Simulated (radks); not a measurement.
Ionisation of the nitrogen ion N+, [He] 2s2 2p2, to [He] 2s2 2p1 as the strength of local exchange is varied. All-electron calculation, Dirac Kohn-Sham, Slater X-alpha exchange (alpha = 2/3 is LDA exchange), no correlation, spin-unpolarised, spherical densities, finite nucleus; open shells are shared between the two j in proportion to 2j + 1; Fermi nuclear charge, rms radius 2.5582 fm. Program: a radial shooting solver on a logarithmic mesh with Libxc functionals.

alpha,E(N+) (hartree),exchange (hartree),IE (eV),-e of the level emptied (eV),<r> of it (bohr)
0.582,-52.46952,-4.61621,26.044,18.082 (2p3/2),1.316
0.666,-53.13883,-5.33085,27.453,19.356 (2p3/2),1.287
0.667,-53.14683,-5.33943,27.471,19.371 (2p3/2),1.287
0.683,-53.27503,-5.47696,27.743,19.619 (2p3/2),1.282
0.692,-53.34723,-5.55451,27.897,19.759 (2p3/2),1.279
0.868,-54.77331,-7.09906,30.995,22.591 (2p3/2),1.226
0.924,-55.23267,-7.60166,32.014,23.529 (2p3/2),1.210
0.939,-55.35617,-7.73720,32.290,23.784 (2p3/2),1.206

NIST Atomic Spectra Database: 29.601 eV (semi-empirical). The Delta-SCF value meets it near alpha = 0.79. Spin polarisation and multiplet splitting are left out, so open shells lie too high by an amount that depends on their filling.

Beside tabulated values, note that spin-unpolarised runs miss the spin-polarisation part of the exchange energy of open shells.
